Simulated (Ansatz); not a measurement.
`N[SiH]1C[SiH2]1` → `C1N[SiH2][SiH2]1`  (isomerisation)

Gas-phase electronic energies from Ansatz, PBE0-D4/def2-TZVP geometries. CBS: MP2 limit from def2 TZ/QZ plus the TZ coupled-cluster correction, frozen cores. One conformer a species, not always the lowest.

| species | HF/def2-QZVPP energy (Eh) |
| --- | --- |
| `N[SiH]1C[SiH2]1` | -674.32351 |
| `C1N[SiH2][SiH2]1` | -674.32517 |

Task: Work out ΔE.

Result: ΔE = (-674.32517) − (-674.32351) = -0.00166 Eh = -1.0 kcal/mol. CCSD(T)/CBS gives +2.2 kcal/mol.

Largest T1 diagnostic among the species: 0.012.

From r2SCAN to r2SCAN0 (25 % exact exchange), in def2-TZVPP and without D4, ΔE moves by −0.9 kcal/mol. Leaving LDA and LC-ωPBE aside and taking each functional with its dispersion term where it has one, the values, not all of them listed here, spread over 4.2 kcal/mol, from BHLYP-D4 to B97M-V.
